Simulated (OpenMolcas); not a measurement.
Ta4+ among 6 point charges of -1.7 e arranged as an octahedron (Oh).

```yaml
Program: OpenMolcas 26.06
Method: "SS-CASPT2, IPEA 0.25 Eh, imaginary shift 0.1 Eh (closed shells correlated: 4f 5s 5p)"
Basis: ANO-RCC-VDZP [7s6p4d2f1g]
Scalar_Hamiltonian: DKH2, point nucleus
Active_space: 1 electron in 5 orbitals (5d)
State_averaging: 2S+1 = 2 even, 5 roots
Spin-orbit_coupling: state interaction with AMFI integrals over the reference wave functions
```

All point charges move together. At R = 2.09 Å |10Dq| is 14533 cm-1, and at R = 2.44 Å it is 7201 cm-1.

**Question.** A third run gives 11068 cm-1. What distance was it run at?

**Answer.** With a power law R^-n the two known points give n = -ln(7201 / 14533) / ln(2.44 / 2.09) = 4.54. Then R = 2.09 × (14533 / 11068)^(1/4.54) = 2.219 Å. The run was at 2.22 Å, so the estimate is off by -0.001 Å.

Roots that are degenerate in the reference are averaged as groups; the widest CASPT2 spread within a group is 72 cm-1 (the 3-fold group of multiplicity 2 near 0 cm-1 above the lowest state of its run, R = 2.22). Shifts and gaps below about the spread of the groups concerned are not significant. An orbital triplet at a regular site is open to Jahn-Teller coupling, which can distort the site and quench the lowest spin-orbit gaps and is left out. Free-ion shares, where given, are those of the reference states; single-state CASPT2 does not remix them. This field is weak: 10Dq is about 14533 cm-1, while octahedral complexes of 5d ions of charge 3 and more, computed by the same method with explicit ligands, had a median near 35000 cm-1. Ground spin and moment need not be those of a real site (figures for R = 2.09; the like holds for R = 2.22, R = 2.44). This is an electrostatic model: the charges have no orbitals. No measured value stands beside these numbers.
